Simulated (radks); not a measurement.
Q: The mean radii <r> (bohr) of the occupied orbitals of an atom or ion are listed with their occupations. Calculated with a radial shooting solver on a logarithmic mesh with Libxc functionals: scalar-relativistic Kohn-Sham, PBEsol, spin-unpolarised, spherical densities, finite nucleus; Fermi nuclear charge, rms radius of each element as measured or else 0.836 A^(1/3) + 0.57 fm.

| orbital | occ. | <r> |
|---|---|---|
| 1s | 2 | 0.04277 |
| 2s | 2 | 0.1897 |
| 2p | 6 | 0.1655 |
| 3s | 2 | 0.5517 |
| 3p | 6 | 0.5642 |
| 3d | 10 | 0.5890 |
| 4s | 2 | 1.590 |
| 4p | 3 | 1.850 |

Name the element and its charge.

A: Z = 35, bromine, charge +2: Br2+ in [Ar] 3d10 4s2 4p3. The 1s radius gives Z: for a bare nucleus <r> = (2 gamma + 1)/(2Z) with gamma = sqrt(1 - (Z/c)^2), 0.04191 bohr for Z = 35, and screening makes it slightly larger (0.04277 here). The occupations add up to 33, and the charge is Z minus that.
